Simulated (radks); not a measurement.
Question: The mean radii <r> (bohr) of the occupied orbitals of an atom or ion are listed with their occupations. Method: scalar-relativistic Kohn-Sham, PBE, spin-polarised, spherical densities, finite nucleus; Fermi nuclear charge, rms radius of each element as measured or else 0.836 A^(1/3) + 0.57 fm; computed with a radial shooting solver on a logarithmic mesh with Libxc functionals.

| orbital | occ. | <r> |
|---|---|---|
| 1s down | 1 | 0.05409 |
| 1s up | 1 | 0.05409 |
| 2s up | 1 | 0.2451 |
| 2s down | 1 | 0.2448 |
| 2p up | 3 | 0.2155 |
| 2p down | 3 | 0.2151 |
| 3s up | 1 | 0.7346 |
| 3s down | 1 | 0.7368 |
| 3p up | 3 | 0.7678 |
| 3p down | 3 | 0.7716 |
| 3d up | 5 | 0.8877 |
| 3d down | 2 | 0.9091 |

Name the element and its charge. Open shells, if any, are filled with parallel spins first.

Answer: Z = 28, nickel, charge +3: Ni3+ in [Ar] 3d7. The 1s radius gives Z: for a bare nucleus <r> = (2 gamma + 1)/(2Z) with gamma = sqrt(1 - (Z/c)^2), 0.05282 bohr for Z = 28, and screening makes it slightly larger (0.05409 here). The occupations add up to 25, and the charge is Z minus that.
